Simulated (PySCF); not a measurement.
## Radial density of Pt (platinum, neutral)

UHF, [Xe] 4f14 5d9 6s1, high-spin 3D determinant. Computed with PySCF 2.14 in aug-cc-pwCVTZ-PP with ECP60MDF (8s8p7d4f3g, 122 functions), with scalar relativity through the core potential. This is the valence pseudo-density: the core potential removes the inner electrons and smooths the orbitals near the nucleus.

```
r (bohr)  4πr²ρ (e/bohr)  4πr²(ρα − ρβ)
   0.150       0.0001219         0.0000
   0.253        0.004629         0.0002
   0.425          0.3991         0.0120
   0.715           8.930         0.2413
    1.20           13.98         0.6836
    2.02           4.205         0.7256
    3.40          0.7152         0.3393
    5.72         0.04869         0.0383
    9.63       0.0004265         0.0004
```

Energies and moments cover only the electrons outside the core potential. Spin-orbit coupling, absent here, splits the open shell strongly.
